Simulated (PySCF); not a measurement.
C3H4ClNSi, SMILES [Si@H]1(Cl)C=CC=N1. Heavy atoms are numbered as in [Cl:1][Si@H:2]1[CH:3]=[CH:4][CH:5]=[N:6]1. Hydrogens are named by the atom that carries them.

Geometry optimised at B3LYP-D3(BJ)/def2-SVP. The structure was generated by enumeration; whether it is a known compound was not checked.

Level of theory: PBE/def2-TZVP (PySCF).

ESP charges are fitted to the potential on shells at 1.4 to 2.0 van der Waals radii. Atomic charges (e), one atom of each kind:

```
atom       Mulliken  ESP fit  meta-Löwdin
---------  --------  -------  -----------
Cl1           -0.22    -0.12        -0.27
Si2 (SiH)      0.46     0.38         0.86
C3 (CH)       -0.21    -0.29        -0.35
C4 (CH)       -0.12    -0.13        -0.13
C5 (CH)       -0.03     0.34         0.04
N6            -0.23    -0.51        -0.46
H on Si2      -0.01    -0.01        -0.08
H on C3        0.13     0.17         0.14
H on C4        0.11     0.11         0.13
H on C5        0.11     0.04         0.12
```

Computed Mayer and Wiberg (Löwdin basis) orders of the bonds:
```json
[
 {"bond": "Cl1–Si2", "Mayer": "1.18", "Wiberg": "1.82"},
 {"bond": "Si2–C3", "Mayer": "0.93", "Wiberg": "1.05"},
 {"bond": "C3–C4", "Mayer": "1.87", "Wiberg": "2.01"},
 {"bond": "C4–C5", "Mayer": "1.01", "Wiberg": "1.22"},
 {"bond": "Si2–N6", "Mayer": "1.07", "Wiberg": "1.22"},
 {"bond": "C5–N6", "Mayer": "1.94", "Wiberg": "2.27"}
]
```
